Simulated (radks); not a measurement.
Spherical quantum dot in the effective-mass picture: electrons in a hard-walled sphere of radius 3.22, with a point charge +1 (a donor) at the centre, all in effective atomic units (hartree* = m*/eps^2 hartree, bohr* = eps/m* bohr), one dielectric constant everywhere. Calculated with a radial shooting solver with Libxc functionals: non-relativistic Kohn-Sham, exchange-only LDA, spin-polarised, spherical densities. Levels are named by radial order and angular momentum (1s, 1p, 1d, 2s, ...), and open shells are averaged over m. Results are scaled to m* = 0.107 and eps = 12.2, for which hartree* = 19.56 meV and bohr* = 6.034 nm.

N = 19, configuration 1s2 1p6 1d10 2s(up 1, down 0). This is the lowest configuration that the search found. Occupied and some empty levels:

level,occupation,eigenvalue (meV),<r> (nm)
1s up,1,150.66,11.76
1s down,1,151.31,12.12
1p up,3,157.10,13.11
1p down,3,157.33,13.15
1d up,5,166.38,13.72
1d down,5,166.53,13.73
2s up,1,173.62,7.998
2s down,0,177.15,8.092
1f up,0,178.62,14.17
1f down,0,178.75,14.17
1g up,0,193.64,14.53
1g down,0,193.77,14.53
2p up,0,197.10,9.883
2p down,0,198.55,10.02

Energy (meV): total 1658.87, kinetic 533.46, external -194.51, Hartree 1476.8, exchange-correlation -156.88.

Electron density:

r (nm),n(r) (e/nm^3)
1.02,0.002193
2.47,0.001353
3.92,0.0008628
5.38,0.0006159
6.83,0.0005491
8.28,0.0006213
9.73,0.0007918
11.2,0.0009952
12.6,0.001134
14.1,0.001093
15.5,0.0008164
17.0,0.0003968
18.4,0.00006957
